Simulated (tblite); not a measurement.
Compound: C6H8FN.
Numbering: `[H]/[N:8]=[CH:7]\[C:5](=[CH:4]/[C:2](=[CH2:1])[CH3:3])[F:6]` (hydrogens: H9, H10 on C1; H11, H12, H13 on C3; H14 on C4; H15 on C7; H16 on N8)

Computed with GFN2-xTB (tblite), gas phase: Langevin dynamics at 600 K from the optimised GFN2-xTB geometry, time step 0.5 fs, friction 0.01 fs⁻¹, 2000 steps.

Start geometry:
```
atom  x, y, z in Å
C1     -2.156    0.550    1.186
C2     -1.120    0.145    0.444
C3     -1.324   -0.820   -0.684
C4      0.191    0.665    0.766
C5      1.399    0.452    0.216
F6      2.431    1.128    0.801
C7      1.852   -0.368   -0.901
N8      3.038   -0.478   -1.315
H9     -3.157    0.201    0.999
H10    -2.039    1.243    2.002
H11    -2.376   -1.081   -0.764
H12    -1.009   -0.379   -1.629
H13    -0.756   -1.732   -0.514
H14     0.196    1.351    1.607
H15     1.100   -0.939   -1.428
H16     3.724    0.072   -0.797
```

The statistics below take the 31 frames saved every 25 fs from 250 to 1000 fs; their kinetic temperature (all 3N coordinates) averages 567 K.

**Question.** How do the bond lengths spread?

**Answer.** 
```
  bond  start (Å)  mean (Å)  standard deviation (Å)  shortest (Å)  longest (Å)
 C1=C2      1.338     1.350                   0.032         1.292        1.406
 C2–C3      1.498     1.506                   0.044         1.425        1.615
 C2–C4      1.446     1.454                   0.029         1.408        1.518
 C4=C5      1.344     1.351                   0.026         1.279        1.410
 C5–F6      1.366     1.381                   0.039         1.305        1.447
 C5–C7      1.458     1.448                   0.032         1.375        1.516
 C7=N8      1.261     1.264                   0.030         1.201        1.330
 C1–H9      1.076     1.081                   0.022         1.046        1.124
C1–H10      1.077     1.086                   0.031         1.045        1.153
C3–H11      1.087     1.099                   0.048         1.008        1.188
C3–H12      1.088     1.095                   0.040         1.033        1.211
C3–H13      1.089     1.097                   0.045         1.014        1.190
C4–H14      1.085     1.091                   0.061         0.997        1.216
C7–H15      1.081     1.091                   0.036         1.038        1.174
N8–H16      1.021     1.032                   0.041         0.962        1.120
```

**Question.** How far does each atom move about its mean position (frames aligned on the start, all atoms weighted alike), and what rms force does it feel?

**Answer.** 
```csv
atom,rms displacement (Å),rms force (eV/Å)
C1,0.26,2.13
C2,0.11,2.66
C3,0.23,2.65
C4,0.21,2.76
C5,0.17,2.25
F6,0.38,1.33
C7,0.29,2.78
N8,0.33,2.61
H9,0.41,0.91
H10,0.41,1.06
H11,0.42,1.59
H12,0.42,1.27
H13,0.40,1.61
H14,0.42,2.02
H15,0.67,1.17
H16,0.40,1.55
```

The displacements run from 0.11 to 0.67 Å, the largest at H15.

**Question.** Follow the torsions C1–C2–C4–C5 and C4–C5–C7–N8 through every second one of these frames.

**Answer.** 
```
t (fs)  C1–C2–C4–C5 (°)  C4–C5–C7–N8 (°)
   250             -117             -146
   300             -149              170
   350             -177              159
   400             -143             -156
   450             -162              157
   500             -148              160
   550             -173              127
   600             -167              162
   650             -172              161
   700             -170             -178
   750              162             -179
   800              163              162
   850              175              173
   900             -169             -175
   950             -152              176
  1000             -106              175
```

Largest departure from the start value over all these frames: C1–C2–C4–C5 74° (start 180°), C4–C5–C7–N8 53° (start 180°).

**Question.** How widely does the potential energy scatter, against a harmonic estimate?

**Answer.** Mean 0.98 eV above the start, standard deviation 0.182 eV, range 0.78 to 1.46 eV. For 42 classical harmonic modes at 600 K the canonical values are 42kT/2 = 1.09 eV and kT·√(42/2) = 0.237 eV.

The run is classical and short, so these are rough statistics of one trajectory.

What follows is the cost of the whole dynamics run. On one thread of an AMD EPYC 7B13, no GPU, on a shared host, this took 12 s of wall time and 0.18 GiB of memory at its peak.
